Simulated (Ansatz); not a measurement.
Ideal-gas functions of `[CH]1=[CH][GeH2][AlH]1` at 600 K and 1 bar, from an Ansatz frequency run at PBE0-D4/def2-TZVP.

Molar mass 128.65 g/mol, point group Cs (symmetry number 1), electronic degeneracy 1, moments of inertia 77.287, 168.526, 239.638 u Å². Harmonic wavenumbers (cm⁻¹, unscaled): 135, 331, 342, 351, 467, 550, 565, 592, 662, 708, 745, 880, 1033, 1057, 1270, 1510, 1908, 2112, 2113, 3096, 3139.

Use S(trans) = R[1.5 ln M + 2.5 ln T − 1.1517]; rotational temperatures θ = 24.2544 K / I; S(rot) = R[ln(√π/σ · √(T³/θAθBθC)) + 1.5]; for each mode x = 1.438777 ν̃/T, S = R[x/(eˣ − 1) − ln(1 − e⁻ˣ)] and H = RT x/(eˣ − 1); 1 cm⁻¹ = 0.0119627 kJ/mol; R = 8.31446 J/(mol·K).

Problem. By hand: the entropy, in J/(mol·K).

Solution. Translation 184.0. Rotation: θ = 0.3138, 0.1439, 0.1012 K, giving 119.4. Vibration, mode by mode: 17.73, 10.45, 10.19, 9.99, 7.79, 6.59, 6.40, 6.07, 5.29, 4.85, 4.51, 3.49, 2.62, 2.50, 1.67, 1.05, 0.48, 0.32, 0.32, 0.04, 0.04, in all 102.4. Electronic 0.0. Sum 405.8 J/(mol·K).

Problem. By hand: H − E and G − E in kJ/mol, counted from the electronic energy.

Solution. Zero-point energy ½ × 23566 × 0.0119627 = 141.0; thermal vibration 34.9; translation, rotation and pV give 4 RT = 20.0. H − E = 195.9 kJ/mol, and G − E = 195.9 − 600 × 405.8/1000 = -47.6 kJ/mol.

Vibration gives 25 % of the entropy, 17.7 J/(mol·K) of it from the mode under 150 cm⁻¹: soft modes count most, and the harmonic formula is weakest for them.
